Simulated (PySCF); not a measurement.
Ge(I)3(OH), SMILES [OH][Ge]([I])([I])[I] (PBE0/def2-SVP optimised geometry):

```
6

O     -1.238    -1.993    -1.492
Ge    -0.786    -1.170     0.000
I     -1.703    -2.417     1.982
I      1.706    -1.170     0.000
I     -1.706     1.170     0.000
H     -2.195    -2.057    -1.607
```

Level of theory: PBE0/def2-TZVP, def2 effective core potentials past Kr (PySCF 2.14.0).

### Question
What are the frontier orbital energies and the dipole moment?

### Answer
HOMO-2 -7.97 eV, HOMO-1 -7.93 eV, HOMO -7.75 eV, LUMO -2.90 eV, LUMO+1 -0.47 eV; dipole moment 1.01 D.

On the same geometry PBE/def2-TZVP, def2 effective core potentials past Kr (PySCF) gives HOMO-2 -6.82 eV, HOMO-1 -6.76 eV, HOMO -6.60 eV, LUMO -3.64 eV, LUMO+1 -1.27 eV; dipole moment 0.95 D.
